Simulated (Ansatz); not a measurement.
Wavefunction ladder for GaH3S, SMILES `[SH][GaH2]`

```xyz
5

S     0.269    1.551    0.272
Ga    0.071   -0.638    0.209
H    -0.373    1.760   -0.889
H     0.699   -1.396    1.418
H    -0.666   -1.275   -1.009
```

The species carries charge 0 and has multiplicity 1. Correlated methods include outer-core shells of Ga, which these sets cover unevenly. Scalar relativity is left out up to krypton. The geometry is a stationary point of PBE0-D4/def2-TZVP. Frozen core, restricted reference, Ansatz.

```csv
basis,HF (Eh),MP2 corr.,CCSD corr.,(T),CCSD(T) total
def2-SVP,-2322.17643,?,-0.36922,-0.01138,?
def2-TZVPP,-2322.56445,?,?,-0.01818,?
def2-QZVPP,?,-0.67630,–,–,–
```

(1) Fill in the withheld values. (Best estimate.)

Results:

(1) Computed: def2-SVP MP2 corr.: -0.35065; def2-SVP CCSD(T) total: -2322.55703; def2-TZVPP MP2 corr.: -0.41272; def2-TZVPP CCSD corr.: -0.43677; def2-TZVPP CCSD(T) total: -2323.01940; def2-QZVPP HF (Eh): -2322.61641.
